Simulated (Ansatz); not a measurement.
One change: `[OH][SnH]([Cl])[Cl]` becomes `O[SiH](Cl)Cl`.

Ansatz, PBE0-D4/def2-TZVP geometries, multiplicity 1. Each molecule was computed in one conformer, which needn't be the lowest.

Elements past krypton have def2 core potentials.

| property | `[OH][SnH]([Cl])[Cl]` |
| --- | --- |
| HOMO–LUMO gap (PBE/def2-TZVPP) / eV | 4.89 |
| size of the dipole moment (B3LYP/def2-TZVPP) / D | 0.92 |
| HOMO energy (PBE/def2-TZVPP) / eV | -7.64 |
| LUMO energy (PBE/def2-TZVPP) / eV | -2.76 |
| size of the dipole moment (ωB97M-V/def2-TZVPP) / D | 0.93 |
| LUMO energy (B3LYP/def2-TZVPP) / eV | -2.14 |

(1) What does the change do to each property? (An estimate is asked.)

## Answers

(1) Ansatz gave: 
```tsv
property	`O[SiH](Cl)Cl`	shift
HOMO–LUMO gap (PBE/def2-TZVPP) / eV	7.19	2.30
size of the dipole moment (B3LYP/def2-TZVPP) / D	1.05	0.13
HOMO energy (PBE/def2-TZVPP) / eV	-7.73	-0.09
LUMO energy (PBE/def2-TZVPP) / eV	-0.54	2.22
size of the dipole moment (ωB97M-V/def2-TZVPP) / D	1.06	0.13
LUMO energy (B3LYP/def2-TZVPP) / eV	0.05	2.19
```

Dipoles are sizes alone; their direction can turn.

B3LYP here is the variant with VWN-RPA as its local correlation; programs differ in this.
